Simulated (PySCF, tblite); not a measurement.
Compound: C5H11BO.
SMILES with atom numbers: `[CH3:1][CH2:2][C@@H:3]1[CH2:4][BH:5][O:6][CH2:7]1` (hydrogens: H8, H9, H10 on C1; H11, H12 on C2; H13 on C3; H14, H15 on C4; H16 on B5; H17, H18 on C7)

Jobs on this species (18 atoms, 54 electrons) with PySCF (density fitting) and tblite. Hardware of each: one thread of an Arm Neoverse N1, no GPU, shared host. Times come from a shared host and carry two figures at best.

**Question.** Rank these jobs by wall time, shortest first.
A. wB97X-D/def2-SVPD; 8 singlets by full TDDFT, 3 Tamm–Dancoff triplets, polarisability; 231 basis functions
B. GFN2-xTB; Hessian by finite differences
C. PBE0/pcSseg-1; shieldings, ring-centre shieldings, charges and field gradients, density and orbital grids written; 174 basis functions

**Answer.** B (0.77 s), C (56 s), A (98 s).

All jobs:

```json
{"level and settings": "GFN2-xTB", "work": "L-BFGS relaxation", "basis functions": "–", "SCF cycles": "–", "wall time": "0.57 s"}
{"level and settings": "GFN2-xTB", "work": "Hessian by finite differences", "basis functions": "–", "SCF cycles": "–", "wall time": "0.77 s"}
{"level and settings": "PBE0/pcSseg-1", "work": "shieldings, ring-centre shieldings, charges and field gradients, density and orbital grids written", "basis functions": "174", "SCF cycles": "13", "wall time": "56 s"}
{"level and settings": "wB97X-D/def2-SVPD", "work": "8 singlets by full TDDFT, 3 Tamm–Dancoff triplets, polarisability", "basis functions": "231", "SCF cycles": "13", "wall time": "98 s"}
```

**Question.** What do all jobs in the table cost together?

**Answer.** About 2.6 min; the longest takes about 63 % of that, and about 170 times as long as the shortest.
